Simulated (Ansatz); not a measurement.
Molecule: (1-chloro-2-methylprop-1-enyl)silane, C₄H₉ClSi, charge 0, multiplicity 1. SMILES: CC(C)=C([SiH3])Cl
Geometry: optimised at B3LYP-D3(BJ)/def2-TZVP (Ansatz, an electronic-structure program).

Computed values are from Ansatz. Correlated levels leave the core frozen unless marked. Open shells are spin-unrestricted. Spin-orbit coupling is left out. No relativistic terms. CBS marks a two-point X^-3 extrapolation of the correlation energy; Hartree-Fock from the larger set.

### Question
What is the dipole moment at CCSD(T)/aug-cc-pV(D+d)Z?

### Answer
2.14 D.

### Question
What is the T1 diagnostic at CCSD/cc-pV(Q+d)Z?

### Answer
0.011.

### Question
What is the atomisation energy De at CCSD(T)/CBS(cc-pV(T+d)Z,cc-pV(Q+d)Z)?

### Answer
1346.9 kcal/mol.

### Question
What is the total energy at CCSD(T)/CBS(cc-pV(T+d)Z,cc-pV(Q+d)Z)?

### Answer
-906.4506 Eh.
